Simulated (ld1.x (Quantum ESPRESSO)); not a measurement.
Bi: what ld1.x (Quantum ESPRESSO) 7.5 does with a changed input

Command:

```bash
ld1.x < Bi.in > Bi.out
```

Input:

```
&input
   title='Bi', zed=83., rel=1, dft='PBE', iswitch=3,
   config='[Xe] 4f14 5d10 6s2 6p2 6d-2',
   nld=3, rlderiv=2.65, eminld=-4.0, emaxld=5.0, deld=0.02
 /
 &inputp
   pseudotype=3, tm=.true., lloc=-1, rcloc=1.90,
   nlcc=.false.,
   which_augfun='PSQ', rmatch_augfun_nc=.true.,
   file_pseudopw='Bi.UPF', file_wfcaegen='ae.wfc', file_wfcncgen='nc.wfc', file_beta='beta', file_chi='chi', file_wfcusgen='us.wfc'
 /
5
6S  1  0   2.00   0.00  1.95  2.10  0.0
6S  1  0   0.00   0.05  1.95  2.10  0.0
6P  2  1   2.00   0.00  1.80  2.40  0.0
6P  2  1   0.00  -0.20  1.80  2.40  0.0
6D  4  2  -2.00   0.15  2.15  2.45  0.0
 &test
   configts(1)='6s2 6p2'
 /
```

This is an input that runs to its end, with one change: pseudo principal number of 6D raised by one.

How does the run end?

The program runs through. The occupied levels of the test differ from the all-electron ones by at most 0.00000 Ry (unchanged input: 0.00000 Ry). Messages: US requires at least two energies per channel 6D.

```
     atomic number is 83.00   valence charge is  5.00
     dft =PBE   lsd =0 sic =0 latt =0  beta=0.20 tr2=1.0E-14
     mesh =1283 r(mesh) = 100.09897 xmin = -7.00 dx = 0.01250

     n l     nl             e AE (Ry)        e PS (Ry)    De AE-PS (Ry)
     1 0     6S   1( 2.00)       -1.62502       -1.62503        0.00000
     2 1     6P   1( 2.00)       -0.84073       -0.84074        0.00000

     eps = 1.1E-15  iter =  4

     Etot =  -43060.969920 Ry,  -21530.484960 Ha, -585874.342310 eV
     Etotps =   -10.227750 Ry,      -5.113875 Ha,    -139.155630 eV

     Ekin =       2.983432 Ry,       1.491716 Ha,      40.591660 eV
     Encl =     -20.723236 Ry,     -10.361618 Ha,    -281.953992 eV
     Ehrt =       5.878038 Ry,       2.939019 Ha,      79.974782 eV
     Ecxc =      -2.033922 Ry,      -1.016961 Ha,     -27.672923 eV
     Epseu=       3.667938 Ry,       1.833969 Ha,      49.904843 eV

     ---------------------- End of pseudopotential test ----------------------
```
